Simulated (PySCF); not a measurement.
PySCF input (BP86/def2-SVP):

```python
from pyscf import gto, dft

mol = gto.M(
    atom='''
    S    -0.92221320    0.05614290    0.47181313
    S     0.92278838    0.05434478   -0.47089818
    H    -1.53509157   -0.87361723   -0.28708287
    H     1.52588870   -0.89418562    0.27244361
    ''',
    basis='def2-svp',
    charge=0,
    spin=0,
    verbose=4,
)

mf = dft.RKS(mol, xc='bp86')
mf.grids.level = 3
mf.conv_tol = 1e-9
mf.max_cycle = 100
mf.max_memory = 1500
mf.kernel()
if not mf.converged:
    mf = mf.newton()
    mf.kernel(mf.make_rdm1())
mf.dip_moment()
```

From the output:

```
becke partition: Becke, JCP 88, 2547 (1988); DOI:10.1063/1.454033
pruning grids: <function nwchem_prune>
grids dens level: 3
symmetrized grids: False
atomic radii adjust function: <function treutler_atomic_radii_adjust>
small_rho_cutoff = 0
Set gradient conv threshold to 3.16228e-05
Initial guess from minao.
tot grids = 57376
init E= -797.480685304182
  HOMO = -0.273648926881883  LUMO = -0.101405391050176  gap/eV = 4.68699
cycle= 1 E= -797.403615146923  delta_E= 0.0771  |g|= 0.151  |ddm|= 2.01
  HOMO = -0.206853378373246  LUMO = -0.0459083280956025  gap/eV = 4.37954
cycle= 2 E= -797.403535957813  delta_E= 7.92e-05  |g|= 0.159  |ddm|= 0.531
  HOMO = -0.22631272881926  LUMO = -0.0670928565030802  gap/eV = 4.33259
cycle= 3 E= -797.41192708938  delta_E= -0.00839  |g|= 0.0217  |ddm|= 0.277
  HOMO = -0.226911167046532  LUMO = -0.0670131465372625  gap/eV = 4.35105
cycle= 4 E= -797.412054828395  delta_E= -0.000128  |g|= 0.00904  |ddm|= 0.0384
  HOMO = -0.227256387048523  LUMO = -0.067212903570292  gap/eV = 4.35501
cycle= 5 E= -797.412082053982  delta_E= -2.72e-05  |g|= 0.000656  |ddm|= 0.0122
  HOMO = -0.227184146633036  LUMO = -0.0671431658939627  gap/eV = 4.35494
cycle= 6 E= -797.412082168542  delta_E= -1.15e-07  |g|= 8.45e-05  |ddm|= 0.000854
  HOMO = -0.227196004845145  LUMO = -0.0671561014800357  gap/eV = 4.35491
cycle= 7 E= -797.412082170572  delta_E= -2.03e-09  |g|= 2.19e-05  |ddm|= 0.000136
  HOMO = -0.227195988886875  LUMO = -0.0671567304018881  gap/eV = 4.35489
cycle= 8 E= -797.412082170746  delta_E= -1.74e-10  |g|= 3.19e-06  |ddm|= 4.53e-05
  HOMO = -0.227196446398582  LUMO = -0.0671569323533827  gap/eV = 4.35490
Extra cycle  E= -797.412082170746  delta_E=    0  |g|= 2.53e-06  |ddm|= 9.74e-06
converged SCF energy = -797.412082170746
Dipole moment(X, Y, Z, Debye): -0.00737, -1.41530, -0.01172
```

The geometry given is a B3LYP-D3(BJ)/def2-TZVP minimum.
